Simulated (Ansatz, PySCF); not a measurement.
Gas-phase reaction in SMILES: O[SiH3] [hydroxysilane] → O[SiH2-] + H+
Geometries: B3LYP-D3(BJ)/def2-TZVP minima from Ansatz (a quantum-chemistry and plane-wave program), one conformer each, not searched for the lowest. Frequencies are from Ansatz or PySCF.
Geometry of the first species:
SMILES: O[SiH3]
```xyz
6

Si    -0.5134    -0.0066    -0.1436
O      1.0508     0.0053     0.3904
H     -0.7688    -1.1431    -1.0634
H     -1.3498    -0.1404     1.0649
H     -0.8566     1.2474    -0.8595
H      1.7563     0.0863    -0.2554
```
Charge 0, spin multiplicity 1.

Quantity: gas-phase deprotonation energy (0 K, with B3LYP-D3(BJ) harmonic zero-point energies), in kJ/mol. Valence correlation only, unless marked. No spin-orbit coupling. Non-relativistic. Anions need diffuse functions: aug- sets have them; def2-D sets add few; the other sets have none. CBS marks a two-point X^-3 extrapolation of the correlation energy; Hartree-Fock from the larger set.

```json
[
 {"level": "HF/cc-pV(5+d)Z", "program": "Ansatz", "gas-phase deprotonation energy (kJ/mol)": "1621.2", "minus last row": "38.2"},
 {"level": "PBE/def2-TZVPD", "program": "Ansatz", "gas-phase deprotonation energy (kJ/mol)": "1556.2", "minus last row": "-26.8"},
 {"level": "revPBE/def2-TZVPD", "program": "Ansatz", "gas-phase deprotonation energy (kJ/mol)": "1567.0", "minus last row": "-16.0"},
 {"level": "PBE0/6-31G*", "program": "Ansatz", "gas-phase deprotonation energy (kJ/mol)": "1597.3", "minus last row": "14.3"},
 {"level": "PBE0-D4/def2-TZVP", "program": "Ansatz + dftd4", "gas-phase deprotonation energy (kJ/mol)": "1584.4", "minus last row": "1.4"},
 {"level": "PBE0/def2-TZVP", "program": "Ansatz", "gas-phase deprotonation energy (kJ/mol)": "1586.2", "minus last row": "3.2"},
 {"level": "HSE06-D3(BJ)/def2-TZVPD", "program": "Ansatz + dftd3", "gas-phase deprotonation energy (kJ/mol)": "1576.0", "minus last row": "-7.0"},
 {"level": "HSE06-D4/def2-TZVPD", "program": "Ansatz + dftd4", "gas-phase deprotonation energy (kJ/mol)": "1573.8", "minus last row": "-9.2"},
 {"level": "CAM-B3LYP/def2-TZVPD", "program": "Ansatz", "gas-phase deprotonation energy (kJ/mol)": "1578.7", "minus last row": "-4.3"},
 {"level": "MP2/cc-pV(T+d)Z", "program": "Ansatz", "gas-phase deprotonation energy (kJ/mol)": "1608.8", "minus last row": "25.8"},
 {"level": "MP2/def2-QZVPP", "program": "Ansatz", "gas-phase deprotonation energy (kJ/mol)": "1592.2", "minus last row": "9.2"},
 {"level": "RI-MP2/CBS(def2-TZVPPD,def2-QZVPPD)", "program": "Ansatz", "gas-phase deprotonation energy (kJ/mol)": "1587.8", "minus last row": "4.8"},
 {"level": "SCS-MP2/aug-cc-pV(Q+d)Z", "program": "Ansatz", "gas-phase deprotonation energy (kJ/mol)": "1595.1", "minus last row": "12.1"},
 {"level": "SCS-MP2/cc-pV(Q+d)Z", "program": "Ansatz", "gas-phase deprotonation energy (kJ/mol)": "1605.6", "minus last row": "22.6"},
 {"level": "SCS-MP2/def2-QZVPP", "program": "Ansatz", "gas-phase deprotonation energy (kJ/mol)": "1602.2", "minus last row": "19.2"},
 {"level": "CCSD/STO-3G", "program": "Ansatz", "gas-phase deprotonation energy (kJ/mol)": "2097.4", "minus last row": "514.4"},
 {"level": "CCSD/6-31G", "program": "Ansatz", "gas-phase deprotonation energy (kJ/mol)": "1547.4", "minus last row": "-35.6"},
 {"level": "CCSD/aug-cc-pV(Q+d)Z", "program": "Ansatz", "gas-phase deprotonation energy (kJ/mol)": "1590.4", "minus last row": "7.4"},
 {"level": "CCSD(T)/def2-SVPD", "program": "Ansatz", "gas-phase deprotonation energy (kJ/mol)": "1575.1", "minus last row": "-7.9"},
 {"level": "CCSD(T)/def2-TZVPP", "program": "Ansatz", "gas-phase deprotonation energy (kJ/mol)": "1597.8", "minus last row": "14.8"},
 {"level": "CCSD(T)/CBS(aug-cc-pV(T+d)Z,aug-cc-pV(Q+d)Z)", "program": "Ansatz", "gas-phase deprotonation energy (kJ/mol)": "1583.0", "minus last row": "0.0"}
]
```
